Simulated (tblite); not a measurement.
C9H11F.
Geometry (GFN2-xTB, Å), atoms numbered from 1 in this order:
```
atom  x, y, z in Å
C1     3.160   -0.349    0.038
C2     1.705    0.011    0.035
C3     0.729   -0.964   -0.119
C4    -0.624   -0.660   -0.109
C5    -1.643   -1.742   -0.294
C6    -1.038    0.663    0.069
C7    -2.487    1.040    0.091
C8    -0.047    1.622    0.221
F9    -0.406    2.920    0.389
C10    1.302    1.326    0.207
H11    3.350   -1.201   -0.611
H12    3.766    0.490   -0.293
H13    3.475   -0.617    1.047
H14    1.033   -1.993   -0.256
H15   -1.163   -2.711   -0.400
H16   -2.240   -1.552   -1.186
H17   -2.324   -1.781    0.555
H18   -3.001    0.526    0.903
H19   -2.603    2.111    0.229
H20   -2.969    0.754   -0.843
H21    2.019    2.123    0.328
```

Computed with GFN2-xTB (tblite): harmonic, unscaled wavenumbers at the GFN2-xTB geometry, gas phase. Errors from tens to a few hundred cm⁻¹ against measured bands are possible. The optimisation stopped once no atom felt more than 0.01 eV/Å.

Lowest wavenumbers of the output (negative numbers stand for imaginary wavenumbers):
```
mode    cm-1
  1     -20.2
  2     106.4
  3     115.2
  4     158.2
  5     188.1
  6     224.6
  7     273.9
  8     299.6
  9     303.8
 10     325.3
```

Problem. Is this structure a minimum?

Solution. Not by this Hessian. 1 mode is imaginary beyond 20i (20i cm⁻¹), so at this level the point lies at or near a first-order saddle. The curvature is small, so loose convergence or finite differences may be the whole cause.

Problem. Which atoms move in the imaginary mode?

Solution. 20i: H13 (methyl hydrogen) 37 %, H11 (methyl hydrogen) 31 %, H12 (methyl hydrogen) 31 %. These are shares of the mass-weighted motion.

Problem. What is the remedy?

Solution. Step along that mode in both directions, optimise again with tighter thresholds and repeat the frequencies. The zero-point energy of this point (107.7 kcal/mol) counts the 56 real modes alone, and thermal corrections from it aren't those of a minimum.

The run took 0.85 s on one thread, Arm Neoverse V1 (aarch64), no GPU, shared host. The figure is for the frequency step alone.
